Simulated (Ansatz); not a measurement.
`C[N](C)[Mo](=[O])(=[O])[F]` + HCl → `[O]=[Mo](=[O])([F])[Cl]` + `CNC` at 298.15 K and 1 bar (ligand exchange at a Mo–N bond).

Computed with Ansatz on PBE0-D4/def2-TZVP structures; ΔE is electronic, products minus reactants. CCSD(T)/CBS adds triple-zeta CCSD(T) − MP2 to the extrapolated MP2 energy (def2 sets, frozen cores). This one scheme is used for every species. def2 core potentials past Kr. For Mo outer-core shells are correlated without core-valence functions, which leaves a few kJ/mol of doubt a bond. Each species was taken in one conformer, which may not be the lowest.

| species | CCSD(T)/CBS energy (Eh) | H − E (kJ/mol) | S (J/(mol·K)) |
| --- | --- | --- | --- |
| `C[N](C)[Mo](=[O])(=[O])[F]` | -452.84025 | 266.1 | 397.8 |
| HCl | -460.38127 | 26.6 | 186.8 |
| `[O]=[Mo](=[O])([F])[Cl]` | -778.22574 | 44.9 | 332.3 |
| `CNC` | -135.00321 | 256.9 | 271.4 |

H − E and S are ideal-gas, rigid-rotor, harmonic terms from PBE0-D4/def2-TZVP, for one conformer and one mirror image of each species. 1 Eh = 2625.50 kJ/mol, R = 8.31446 J/(mol·K).

Problem. By hand: ΔE, ΔH, ΔS and ΔG.

Solution. ΔE = (-778.22574) + (-135.00321) − (-452.84025) − (-460.38127) = -0.00743 Eh = -19.5 kJ/mol. Δ(H − E) = 44.9 + 256.9 − 266.1 − 26.6 = 9.1, so ΔH = -10.4 kJ/mol. ΔS = 332.3 + 271.4 − 397.8 − 186.8 = 19.1 J/(mol·K). ΔG = -10.4 − 298.15 × (19.1)/1000 = -16.1 kJ/mol.

Problem. By hand: the equilibrium constant, and the temperature at which ΔG would vanish if ΔH and ΔS stayed fixed.

Solution. log₁₀ K = −ΔG/(RT ln 10) = 2.8. ΔH and −TΔS have one sign here, so there is no such temperature.

TΔS isn't small against ΔH here. A doubt of 5 kJ/mol in ΔE shifts log₁₀ K by 0.9 here. Other conformers and mirror images would add mixing entropy, several J/(mol·K) or more a flexible species. Modes under 60 cm⁻¹, often nearly free rotors, make the harmonic entropy too high. These are equilibria of isolated gas molecules and say nothing of rates. Largest T1 diagnostic: 0.024 (customary marks: 0.02 for closed shells, 0.045 for open ones).
